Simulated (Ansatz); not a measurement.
The cluster Ti7Si3. Total charge 0; septet. Geometry PBE-D4/def2-SVP; atoms count from 1.

```
atom   x (Å)   y (Å)   z (Å)
 Ti1   0.580   1.510   0.831
 Ti2  -0.884   0.883  -1.234
 Ti3  -1.775  -0.577   0.881
 Ti4  -1.570  -1.605  -1.378
 Ti5  -1.736   1.825   1.544
 Ti6   0.312  -0.883  -2.650
 Ti7   0.344  -0.334   2.386
 Si8   0.487  -1.149  -0.078
 Si9   2.475  -0.285   0.983
Si10   1.768   0.615  -1.286
```

The charge 0 septet is spin-contaminated (final ⟨S²⟩ up to 13.90, 12.00 for a pure state). No other spin state of charge 0 was run. Another isomer (septet) lies 0.23 eV lower at PBE0-D4/def2-SVP; other spin states weren't run for this one.

Q: Estimate the Mulliken populations from the PBE0/def2-SVP orbitals of Ansatz.

A: 
```csv
atom,charge (e),spin (α − β),d electrons
Ti1,0.08,1.59,2.71
Ti2,0.11,1.27,2.61
Ti3,0.02,-0.85,2.71
Ti4,0.06,-1.17,2.70
Ti5,0.00,1.90,2.57
Ti6,0.24,1.97,2.73
Ti7,0.15,1.80,2.68
Si8,-0.39,-0.07,–
Si9,-0.07,-0.20,–
Si10,-0.19,-0.24,–
```
Mulliken values and Mayer orders depend strongly on the basis.

Q: Where does the spin sit?

A: Summed by element: Ti 6.50, Si -0.50, of 6 unpaired in all. Largest on single atoms: Ti6 1.97, Ti5 1.90, Ti7 1.80.

Q: And the Mayer bond orders between bonded heavy atoms (over 0.3)?

A: Ti1–Ti2 0.82 (2.61 Å); Ti1–Ti3 0.37 (3.15 Å); Ti1–Ti5 1.20 (2.44 Å); Ti1–Ti7 1.17 (2.42 Å); Ti1–Si9 0.61 (2.61 Å); Ti1–Si10 0.62 (2.59 Å); Ti2–Ti3 0.76 (2.72 Å); Ti2–Ti4 0.97 (2.58 Å); Ti2–Ti5 0.55 (3.06 Å); Ti2–Ti6 1.02 (2.56 Å); Ti2–Si10 0.59 (2.67 Å); Ti3–Ti4 1.27 (2.49 Å); Ti3–Ti5 1.09 (2.49 Å); Ti3–Ti7 0.96 (2.61 Å); Ti3–Si8 0.49 (2.52 Å); Ti4–Ti6 1.40 (2.38 Å); Ti4–Si8 0.62 (2.48 Å); Ti5–Ti7 0.59 (3.11 Å); Ti6–Si8 0.52 (2.59 Å); Ti6–Si10 0.80 (2.49 Å); Ti7–Si8 0.49 (2.60 Å); Ti7–Si9 0.81 (2.55 Å); Si8–Si9 0.56 (2.41 Å); Si8–Si10 0.36 (2.49 Å); Si9–Si10 0.56 (2.54 Å).
